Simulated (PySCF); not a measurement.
P⁺: excitation energy

P⁺ [Ne] 3s2 3p2 (3P) → P⁺ [Ne] 3s2 3p1 3d1 (high-spin determinant), as a difference of total energies. Calculation: PySCF 2.14, in aug-cc-pV(T+d)Z; no relativity, point nucleus. Correlated levels: valence: [Ne] frozen. The calculations carry no spin-orbit coupling.

```
           method  excitation energy (eV)
              UHF                  11.755
              LDA                  10.712
              PBE                  10.646
             PBE0                  11.010
           r2SCAN                  11.128
           revPBE                  10.632
             TPSS                  10.867
        CAM-B3LYP                  11.135
          r2SCAN0                  11.320
    MP2 (valence)                  11.452
SCS-MP2 (valence)                  11.423
```

Question: How much does correlation contribute at MP2 (valence)?

Answer: 11.452 − (11.755) = -0.303 eV, measured against UHF.

A first-order spin-orbit estimate (lowest level to lowest level, LS coupling) adds 0.009 eV.

The promoted electron is Rydberg-like, and one or two diffuse shells describe it only roughly, which tends to raise the upper state.

The determinant of the upper state mixes LS terms, which raises its energy above the lowest term, most at the Hartree-Fock and MP2 levels.
